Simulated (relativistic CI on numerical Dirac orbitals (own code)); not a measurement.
d1 to d9 in one octahedral field

Computed with a parametric ligand-field model without spin-orbit coupling, by exact diagonalisation: B = 670, C = 3070, 10Dq = 22100 cm⁻¹ (Oh; |10Dq|/B = 33.0) for every shell. Energies in cm⁻¹; the field energy is (0.6 n_e − 0.4 n_t2) × 10Dq of the ground term; g labels are left out.

```tsv
Shell	Ground term	Electrons in e	Field energy	First spin-allowed bands	Lowest term of other spin
d1	2T2	0.000	-8840	2E 22100	
d2	3T1	0.019	-17255	3T2 20653, 3T1 29256	1T2 10475
d3	4A2	0.000	-26520	4T2 22100, 4T1 29190	2E 14298
d4	?	?	?	?	?
d5	2T2	0.056	-42963	2A2 18600, 2T1 18825	6A1 5425
d6	1A1	0.043	-52086	1T1 20102, 1T2 28909	3T1 13543
d7	2E	1.031	-39090	2T1 19935, 2T2 20635	4T1 7575
d8	3A2	2.000	-26520	3T2 22100, 3T1 29190	1E 11380
d9	2E	3.000	-13260	2T2 22100
```

Question: Fill in the row of d4.

Answer: Ground term: 3T1; Electrons in e: 0.032; Field energy: -34663; First spin-allowed bands: 3E 19409, 3T1 20208; Lowest term of other spin: 5E 3733. Low spin: d4, d5, d6, d7; the other shells keep the spin of the free ion. Only d4 to d7 can choose; the field needed to pair spins is smallest for d6 and largest for d5, which loses most exchange energy. In the strong-field picture 10Dq must exceed about 6B + 5C = 19370 (d4), 7.5B + 5C = 20375 (d5), 2.5B + 4C = 13955 (d6) and 4B + 4C = 14960 (d7); mixing of terms shifts these bounds somewhat.
